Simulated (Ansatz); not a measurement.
A set of 12 reactions (bond dissociation), with CCSD(T)/CBS values in kJ/mol:

```tsv
reaction	ΔE
`[F][InH2]` → H• + `[F][InH]`•	311.7
`OB(F)F` → `F[B]F`• + `[OH]`•	651.9
`[F][Sb]([Cl])[Cl]` → Cl• + `[F][Sb][Cl]`•	356.5
`C[SiH](O)[GeH2][OH]` → `[OH][GeH2]`• + `C[SiH]O`•	320.2
`O[SiH2]N[SiH](O)F` → `[NH][SiH2]O`• + `O[SiH]F`•	533.7
`FC(Br)I` → `F[CH]Br`• + I•	253.0
`O=C=N[SiH2]N=C=O` → `[N]=C=O`• + `O=C=N[SiH2]`•	520.4
`OB[SiH3]` → `[BH]O`• + `[SiH3]`•	364.3
`FC(Br)I` → `Br[CH]I`• + F•	455.3
`COB(Cl)Cl` → `[CH3]`• + `[O]B(Cl)Cl`•	409.6
`O[SiH](Cl)[Si](O)(O)O` → `O[SiH]Cl`• + `O[Si](O)O`•	353.0
`NC[SiH](Cl)Cl` → `[CH2]N`• + `Cl[SiH]Cl`•	351.8
```

Isolated molecules relaxed with PBE0-D4/def2-TZVP in Ansatz; ΔE leaves out vibrations. CCSD(T)/CBS adds triple-zeta CCSD(T) − MP2 to the extrapolated MP2 energy (def2 sets, frozen cores). Small cases extrapolate CCSD(T) itself. DFT in def2-TZVPP. B3LYP here is the variant with VWN-RPA as its local correlation; programs differ in this. Open shells (•) are unrestricted, without spin–orbit coupling. Spin–orbit coupling would lower the free atoms: a little for Cl, F; strongly for I. Elements past krypton have def2 core potentials. For Br, Ge, I, In, Sb outer-core shells are correlated without core-valence functions, so the limit isn't a true one: a few kJ/mol of doubt a bond, and 10 to 20 or more in all where bonds break to atoms. Scalar relativity is left out up to krypton. Each species was taken in one conformer, which may not be the lowest.

Problem. Give the mean, mean absolute and largest difference (level minus CCSD(T)/CBS, kJ/mol) for: PBE-D4, PBE0-D4, B3LYP-D4, B2PLYP, PBE, r2SCAN, PBE0, MP2/def2-TZVPP, SCS-MP2/def2-TZVPP, CCSD/def2-TZVPP, HF/def2-QZVPP, MP2/def2-QZVPP, SCS-MP2/def2-QZVPP, CCSD/CBS(def2). (Estimate.)

Solution. The calculation gave: 
| level | mean | mean absolute | largest |
| --- | --- | --- | --- |
| PBE-D4 | -19.1 | 21.9 | -39.4 |
| PBE0-D4 | -19.3 | 19.3 | -28.4 |
| B3LYP-D4 | -24.3 | 24.3 | -32.9 |
| B2PLYP | -21.7 | 21.7 | -29.9 |
| PBE | -26.2 | 28.0 | -50.4 |
| r2SCAN | -31.4 | 31.4 | -48.1 |
| PBE0 | -25.6 | 25.6 | -38.0 |
| MP2/def2-TZVPP | 6.4 | 14.3 | 39.2 |
| SCS-MP2/def2-TZVPP | 0.4 | 8.6 | 29.0 |
| CCSD/def2-TZVPP | -22.4 | 22.4 | -38.5 |
| HF/def2-QZVPP | -127.0 | 127.0 | -191.2 |
| MP2/def2-QZVPP | 14.2 | 18.6 | 49.6 |
| SCS-MP2/def2-QZVPP | 8.8 | 9.6 | 40.2 |
| CCSD/CBS(def2) | -8.8 | 8.8 | -16.5 |

The largest T1 diagnostic in the set is 0.026, for `[N]=C=O`• (customary mark 0.045).

CCSD(T)/CBS is a level of theory with its own doubt, and the functionals carry their triple-zeta basis error, so these figures describe this set and don't rank the functionals.
